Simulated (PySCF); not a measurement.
## Pd⁺: interval between two levels

Pd⁺ [Kr] 4d9 [2D5/2, M_J = 5/2] → Pd⁺ [Kr] 4d8 5s1 [4F9/2, M_J = 9/2], as a difference of total energies. Calculation: PySCF 2.14, in x2c-TZVPall-2c with one added diffuse shell each of s, p, d type (9s10p8d1f, 86 functions); the two-component X2C-1e Hamiltonian. Correlated levels: [Ar] 3d10 frozen; the 6 highest virtual spinors dropped. "Screened" scales the spin-orbit matrix elements by Boettger's factors to mimic the two-electron term; Breit and QED terms are absent.

```
                    method  interval between two levels (cm⁻¹)  error (cm⁻¹)
           GHF (spin-free)                               19632         -5452
          GMP2 (spin-free)                               23992         -1092
 GHF (screened spin-orbit)                               18626         -6458
GMP2 (screened spin-orbit)                               22925         -2159
```

Reference: 25084 cm⁻¹ (measured; NIST Handbook of Basic Atomic Spectroscopic Data (Sansonetti and Martin, J. Phys. Chem. Ref. Data 34, 1559 (2005))).

The spin-free rows relax to the high-spin LS determinant and lack the spin-orbit shift.

Errors of the correlated levels include the incompleteness of this basis and the frozen core.

The labels give the starting determinants; with spin-orbit coupling the two ends relaxed to ⟨J²⟩ = 8.78, ⟨L²⟩ = 6.04, ⟨S²⟩ = 0.77 and ⟨J²⟩ = 24.76, ⟨L²⟩ = 12.06, ⟨S²⟩ = 3.75.
